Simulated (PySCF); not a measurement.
How do the members of this family differ from one of them?

PySCF, wB97X-D/def2-SVPD, density fitting, gas phase; each molecule at its own GFN2-xTB geometry, one conformer. Singlet excitations by full TDDFT with frozen cores and triplets by Tamm–Dancoff TDDFT. 

Torsions of the conformers computed, which needn't be the lowest (atom-mapped SMILES):
- `[CH2:1]=[CH:2][C:3](=[CH2:4])[F:5]`: C1–C2–C3–C4 180°
- `[CH2:1]=[CH:2][C:3](=[CH2:4])[C:5](=[O:6])[OH:7]`: C1–C2–C3–C4 180°, C2–C3–C5–O6 0°, H–O7–C5–C3 180°
- `[CH2:1]=[CH:2][C:3](=[CH2:4])[N:5]=[CH2:6]`: C1–C2–C3–C4 -175°, C2–C3–N5–C6 133°
- `[CH2:1]=[CH:2][C:3](=[CH2:4])/[CH:5]=[N:6]\[CH3:7]`: C1–C2–C3–C4 -171°, C2–C3–C5–N6 -119°
- `[CH2:1]=[CH:2][C:3](=[CH2:4])[CH2:5][O:6][CH3:7]`: C1–C2–C3–C4 180°, C2–C3–C5–O6 180°, C3–C5–O6–C7 180°
- `[CH2:1]=[CH:2][C:3](=[CH2:4])[O:5][CH:6]=[O:7]`: C1–C2–C3–C4 180°, C2–C3–O5–C6 -148°, C3–O5–C6–O7 1°
- `[CH2:1]=[CH:2][C:3](=[CH2:4])[CH2:5][Cl:6]`: C1–C2–C3–C4 -177°, C2–C3–C5–Cl6 -73°
- `[CH2:1]=[CH:2][C:3](=[CH2:4])[NH:5][CH:6]=[O:7]`: C1–C2–C3–C4 180°, C2–C3–N5–C6 180°, C3–N5–C6–O7 0°

Reference: `C=CC(=C)F`, with HOMO energy -8.86 eV, LUMO energy 0.63 eV, lowest singlet excitation 5.95 eV, lowest triplet excitation 3.35 eV, mean polarisability 54.2 au and dipole moment 1.49 D.

Changes against it:

```tsv
molecule	Δ HOMO energy (eV)	Δ LUMO energy (eV)	Δ lowest singlet excitation (eV)	Δ lowest triplet excitation (eV)	Δ mean polarisability (au)	Δ dipole moment (D)
C=CC(=C)COC	+0.31	+0.33	-0.01	+0.05	+27.3	-0.26
C=CC(=C)OC=O	-0.02	-0.10	-0.32	0.00	+16.0	+0.51
C=CC(=C)CCl	+0.01	-0.09	-0.14	-0.01	+23.0	+0.45
C=CC(=C)NC=O	+0.29	-0.08	-0.61	-0.10	+21.8	+2.24
```

Rows whose labels were lost:

```csv
row,Δ HOMO energy (eV),Δ LUMO energy (eV),Δ lowest singlet excitation (eV),Δ lowest triplet excitation (eV),Δ mean polarisability (au),Δ dipole moment (D)
P,-0.09,-0.65,-0.98,-0.24,+16.0,+0.42
Q,+0.04,-0.11,-1.27,-0.02,+28.6,+0.39
R,+0.49,+0.01,-1.49,-0.18,+18.5,-0.17
```

Which row belongs to which of `C=CC(=C)C(=O)O`, `C=CC(=C)N=C` and `C=CC(=C)/C=N\C`?

P = `C=CC(=C)C(=O)O`, Q = `C=CC(=C)/C=N\C` and R = `C=CC(=C)N=C`. P and Q are told apart most clearly by the mean polarisability (+16.0 against +28.6 au); P and R are told apart most clearly by the LUMO energy (-0.65 against +0.01 eV); Q and R are told apart most clearly by the mean polarisability (+28.6 against +18.5 au).
